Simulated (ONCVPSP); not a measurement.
Al (Z = 13): one change to an ONCV potential, before and after

- Element: aluminium (Al)
- Generator: ONCVPSP 4.0.1
- Type: optimised norm-conserving Vanderbilt (ONCV)
- Functional: PBEsol
- Relativity: non-relativistic
- Frozen core: [Ne]
- Valence charge: 3
- Reference configuration: 3s2 3p1
- Partial waves: 3s: rc 1.85 bohr, ncon 4, nbas 8, qcut 2.8 1/bohr, local; 3p: rc 2.55 bohr, ncon 5, nbas 9, qcut 3.1 1/bohr, 2 projectors, debl 3.1 Ha; d scattering state at 0.09 Ha: rc 2.70 bohr, ncon 3, nbas 7, qcut 3.9 1/bohr, 2 projectors, debl 1.9 Ha
- Local potential: the s channel
- Core correction: none

Change: s: qcut 2.6; p: qcut 2.8; d: qcut 3.6.

Cutoffs: the cutoffs (Ha) at which the residual kinetic energy of the hardest occupied pseudo-wave falls to 1 and 0.1 mHa per electron; they do not see the model core or the augmentation charge, which bear on the density cutoff. Errors are all-electron minus pseudo energies relative to the spin-unpolarised reference configuration.

Q: How do hardness, ghosts and transferability respond?

A: The potential gets harder (10 Ha and 42 Ha → 12 Ha and 45 Ha); the errors of the 4 common tests hardly move; neither file shows a bound ghost.

```csv
quantity,base,changed
"cutoff, loose",10 Ha,12 Ha
"cutoff, tight",42 Ha,45 Ha
loose cutoff by channel,"s 10 Ha, p 2.0 Ha","s 12 Ha, p 2.0 Ha"
bound ghosts,none,none
GHOST(+) flags under 300 eV,none,none
"error for 3s2 3p0, meV [ΔE 5.75 eV]",-0.8,-0.6
"error for 3s1 3p0, meV [ΔE 24.88 eV]",+17,+17
"error for 3s2 3p0.5, meV [ΔE 2.08 eV]",-0.2,-0.1
"error for 3s0 3p3, meV [ΔE 10.34 eV]",+18,+20
s: phases at 1.88 bohr within 0.05 rad from the reference energy up to (Ha; the scan ends near 5),1.6,1.4
p: phases at 2.58 bohr within 0.05 rad from the reference energy up to (Ha; the scan ends near 5),to the end of the scan,to the end of the scan
d: phases at 2.74 bohr within 0.05 rad from the reference energy up to (Ha; the scan ends near 5),4.1,4.1
```
